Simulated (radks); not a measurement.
Question: Species: the lead ion Pb9+. Configuration: [Xe] 4f14 5d5 (the NIST ground configuration). Method: non-relativistic Kohn-Sham, LB94 model potential, spin-polarised, spherical densities, point nucleus; open shells are filled with parallel spins first (spin-orbit coupling, left out, can overturn this in heavy ions); relativity is left out, which matters for an element this heavy; computed with a radial shooting solver on a logarithmic mesh with Libxc functionals. Some entries of the table are withheld. Estimate them.

| orbital | occ. | eigenvalue (hartree) | <1/r> (bohr^-1) |
|---|---|---|---|
| 1s down | 1 | -2916.335 | 81.49 |
| 1s up | 1 | -2916.333 | 81.49 |
| 2s up | 1 | -496.6843 | 19.22 |
| 2s down | 1 | -496.6717 | 19.22 |
| 2p up | 3 | -478.7852 | 19.27 |
| 2p down | 3 | -478.7788 | 19.27 |
| 3s up | 1 | -123.0053 | 7.477 |
| 3s down | 1 | -123.0008 | 7.476 |
| 3p up | 3 | -114.4153 | 7.440 |
| 3p down | 3 | -114.4074 | 7.440 |
| 3d up | 5 | -98.33179 | 7.381 |
| 3d down | 5 | -98.31490 | 7.380 |
| 4s up | 1 | -31.65446 | 3.285 |
| 4s down | 1 | -31.63800 | 3.281 |
| 4p up | 3 | -27.87593 | 3.204 |
| 4p down | 3 | -27.86065 | 3.201 |
| 4d up | 5 | -20.89017 | 3.038 |
| 4d down | 5 | -20.87787 | 3.034 |
| 4f up | 7 | -11.41755 | 2.743 |
| 4f down | 7 | -11.41205 | 2.740 |
| 5s up | 1 | -9.61393 | 1.453 |
| 5s down | 1 | -9.59375 | 1.465 |
| 5p up | 3 | -8.29211 | 1.362 |
| 5p down | 3 | -8.26078 | 1.374 |
| 5d up | 5 | -6.06326 | (1) |
| 5d down | 0 | -6.01124 | (2) |
| 6s up | 0 | -4.46353 | 0.7405 |
| 6s down | 0 | -4.41757 | 0.7338 |
| 6p up | 0 | -3.97782 | 0.6952 |
| 6p down | 0 | -3.93938 | 0.6881 |

Answer: 
(1) 5d up <1/r> (bohr^-1): 1.163
(2) 5d down <1/r> (bohr^-1): 1.174
